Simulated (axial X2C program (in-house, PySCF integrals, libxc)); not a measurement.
Spin–orbit effects down a group: molecules with Mo (ions), CCSD

All values come from calculations with an in-house all-electron X2C program for linear molecules (integrals from PySCF), spin-free (one-electron X2C) or two-component (2c: spin–orbit coupling with atomic mean-field Coulomb and Gaunt terms, which also bring small scalar terms), in Dyall basis sets with cores contracted in-house; open shells are unrestricted.

Basis sets: H dyall-v3z, Li dyall-cv3z, Mo dyall-cv3z, Na dyall-cv3z. Frozen shells (counts by l): MoH⁺ Mo 3s2p1d, H none, 14 electrons correlated; LiMo⁺ Mo 3s2p1d, Li 1s, 14 electrons correlated; NaMo⁺ Mo 4s3p1d, Na 2s1p, 6 electrons correlated. Coupled cluster in natural virtuals with an MP2 remainder. Where the outer core of a metal is frozen, bonds come out longer and ionisation energies lower. Frozen cores can differ along the series, which adds to the trend.

| molecule | spin-free state | Re (Å) | ωe (cm⁻¹) | De (eV) | 2c state | Re 2c (Å) | ωe 2c (cm⁻¹) | De 2c (eV) |
| --- | --- | --- | --- | --- | --- | --- | --- | --- |
| MoH⁺ | M_S = 2, Λ = 0 | 1.667 | 1966.9 | 1.79 | Ω = 2 | 1.667 | 1966.2 | 1.78 |
| LiMo⁺ | M_S = 3, Λ = 0 | 2.962 | 230.9 | 0.83 | Ω = 3 | 2.963 | 230.7 | 0.83 |
| NaMo⁺ | M_S = 3, Λ = 0 | 3.339 | 114.7 | 0.57 | Ω = 3 | 3.340 | 114.6 | 0.57 |

Problem. Work out the shifts from the spin-free to the two-component result.

Solution. 

| molecule | 2c state | ΔRe (Å) | Δωe (cm⁻¹) | ΔDe (eV) |
| --- | --- | --- | --- | --- |
| MoH⁺ | Ω = 2 | 0.000 | -0.7 | -0.01 |
| LiMo⁺ | Ω = 3 | 0.001 | noise | 0.00 |
| NaMo⁺ | Ω = 3 | 0.001 | -0.1 | 0.00 |

Shifts of one unit in the last digit are rounding. Where the truncated virtual spaces of the two runs make Δωe unreliable it is marked noise.

Fragments in 2c: Mo+ + H, Mo + Li+, Mo + Na+. Each entry is the lowest single determinant of a limited PBE0 search at one distance. De goes to single-determinant-based atoms at the same level (for ions the charge split of lowest energy) and is withheld (n/a) where an atom does not fit its ground term or J level. Main or longest-lived isotopes. One determinant is a doubtful description, or other states lie close, for MoH⁺, LiMo⁺, NaMo⁺; these need not be ground states, and all values refer to the states named. Some open-shell Ω = 0 determinants are out of reach, so the Ω given for MoH⁺, LiMo⁺, NaMo⁺ need not be the lowest component. With several unpaired electrons the Ω given is that of one determinant, not necessarily of the lowest component.
